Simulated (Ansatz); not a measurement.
System: CH$_{2}$BF$_{3}$, charge 0, singlet. CH2BF3 (SMILES BC(F)(F)F).
B3LYP-D3(BJ)/def2-TZVP minimum from Ansatz (a program for electronic structure):
```
C
F 1 1.3498
F 1 1.3498 2 106.60
F 1 1.3668 2 107.13 3 -114.43
B 1 1.5964 2 114.92 3 128.56
H 5 1.1835 1 118.30 2 29.41
H 5 1.1835 6 123.32 1 -176.74
```

Total energies in hartree (Ansatz). UHF or UKS for unpaired electrons; spin-orbit terms are left out. Correlated methods leave the cores frozen. No relativity. Where a partner has so few electrons that a lower coupled-cluster level is exact, that level stands in.

| species | HF/cc-pVTZ | CCSD(T)/cc-pVTZ | HF/cc-pVQZ | CCSD(T)/cc-pVQZ | CCSD(T)/cc-pVDZ | CCSDT(Q)/cc-pVDZ |
|---|---|---|---|---|---|---|
| 1: CH2BF3 (SMILES BC(F)(F)F) | -362.14966 | -363.20327 | -362.17795 | -363.31722 | -362.83632 | -362.83879 |
| 2: B (doublet) | -24.53207 | -24.59810 | -24.53297 | -24.60084 | -24.58941 | -24.58977 |
| 3: C (triplet) | -37.69157 | -37.78076 | -37.69331 | -37.78654 | -37.76038 | -37.76071 |
| 4: F (doublet) | -99.40552 | -99.62036 | -99.41377 | -99.65026 | -99.52757 | -99.52776 |
| 5: H (doublet) | -0.49981 | -0.49981 | -0.49995 | -0.49995 | -0.49928 | -0.49928 |

Q: Work out the atomisation energy (electronic, to ground-state atoms) in kcal/mol: take Hartree-Fock from cc-pVQZ, extrapolate the CCSD(T) correlation energy as X^-3 (X = 3, 4), and add CCSDT(Q) - CCSD(T) in cc-pVDZ. 1 hartree = 627.51 kcal/mol.

A: 
Species 1: correlation (64·(-1.13927) - 27·(-1.05361))/37 = -1.20178; step -0.00247; E1 = -362.17795 + (-1.20178) + (-0.00247) = -363.38220
Species 2: correlation (64·(-0.06787) - 27·(-0.06603))/37 = -0.06921; step -0.00036; E2 = -24.53297 + (-0.06921) + (-0.00036) = -24.60254
Species 3: correlation (64·(-0.09323) - 27·(-0.08919))/37 = -0.09618; step -0.00033; E3 = -37.69331 + (-0.09618) + (-0.00033) = -37.78982
Species 4: correlation (64·(-0.23649) - 27·(-0.21484))/37 = -0.25229; step -0.00019; E4 = -99.41377 + (-0.25229) + (-0.00019) = -99.66625
Species 5: correlation (64·(0.00000) - 27·(0.00000))/37 = 0.00000; step +0.00000; E5 = -0.49995 + (0.00000) + (+0.00000) = -0.49995
-1·E1 +1·E2 +1·E3 +3·E4 +2·E5 = 0.99119 hartree = 622.0 kcal/mol.
